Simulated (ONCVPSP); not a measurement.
**Logarithmic derivatives: Be, ONCV**

ONCVPSP 4.0.1 input, shortened (lines: element, Z, core and valence counts, functional; n l f; lmax; l rc ep ncon nbas qcut; lloc lpopt rc5 dvloc0; l nproj debl; icmod fcfact rcfact), LDA (Perdew-Wang 92), scalar-relativistic:

```
  Be 4.00    0    3  -001012      upf
    1    0    2.00
    2    0    1.50
    2    1    0.50
    1
    0    0.75    0.00    4    8   20.50
    1    4.00    0.00    4    8    3.50
    4    5    0.65    3.00
    0    2    1.70
    1    2    3.10
    0    0.00    0.00
```

The phase is arctan(r·R′/R) of the radial function R(r), unwrapped; energies in Ha, scanned from -5 to 5 Ha. A pole is an energy at which the radial function vanishes at the test radius. The pseudo phase is shifted by a multiple of π to meet the all-electron one at the reference energy, and phase errors are pseudo minus all-electron; the curves can meet again beyond the range given. Levels narrower than the energy grid can be missing from the lists of poles.

Task: For each channel, where are the poles, and over which energies does the pseudopotential scatter like the atom?

Result:

```
channel  radius (bohr)  reference energy (Ha)     poles, all-electron     poles, pseudo  unbroken range about the reference energy with phases within 0.05 rad  phase error 1 Ha above the reference energy (rad)
      s           0.76                  -0.22                   -2.41             -2.41                                                        the whole range                                             +0.000
      p           4.07                  -0.09  0.02, 0.97, 2.55, 4.77  0.03, 1.48, 2.67                                                            -0.2 to 0.1                                             +0.169
```

Phases in the s channel:

| E (Ha) | all-electron | pseudo |
| --- | --- | --- |
| -4.96 | -0.600 | -0.600 |
| -4.72 | -0.770 | -0.770 |
| -4.48 | -0.920 | -0.920 |
| -4.24 | -1.048 | -1.048 |
| -4.00 | -1.156 | -1.156 |
| -3.76 | -1.248 | -1.248 |
| -3.52 | -1.325 | -1.325 |
| -3.28 | -1.391 | -1.391 |
| -3.04 | -1.449 | -1.449 |
| -2.80 | -1.500 | -1.500 |
| -2.56 | -1.544 | -1.544 |
| -2.32 | -1.585 | -1.585 |
| -2.08 | -1.622 | -1.622 |
| -1.84 | -1.657 | -1.657 |
| -1.60 | -1.689 | -1.689 |
| -1.36 | -1.719 | -1.719 |
| -1.12 | -1.748 | -1.748 |
| -0.88 | -1.776 | -1.776 |
| -0.64 | -1.804 | -1.804 |
| -0.40 | -1.832 | -1.832 |
| -0.16 | -1.859 | -1.859 |
| 0.08 | -1.886 | -1.886 |
| 0.32 | -1.914 | -1.914 |
| 0.56 | -1.943 | -1.943 |
| 0.80 | -1.972 | -1.972 |
| 1.04 | -2.003 | -2.003 |
| 1.28 | -2.036 | -2.035 |
| 1.52 | -2.070 | -2.070 |
| 1.76 | -2.106 | -2.106 |
| 2.00 | -2.144 | -2.144 |
| 2.24 | -2.186 | -2.186 |
| 2.48 | -2.231 | -2.230 |
| 2.72 | -2.279 | -2.279 |
| 2.96 | -2.332 | -2.332 |
| 3.20 | -2.390 | -2.389 |
| 3.44 | -2.453 | -2.452 |
| 3.68 | -2.521 | -2.521 |
| 3.92 | -2.596 | -2.595 |
| 4.16 | -2.678 | -2.676 |
| 4.40 | -2.765 | -2.764 |
| 4.64 | -2.858 | -2.857 |
| 4.88 | -2.956 | -2.954 |
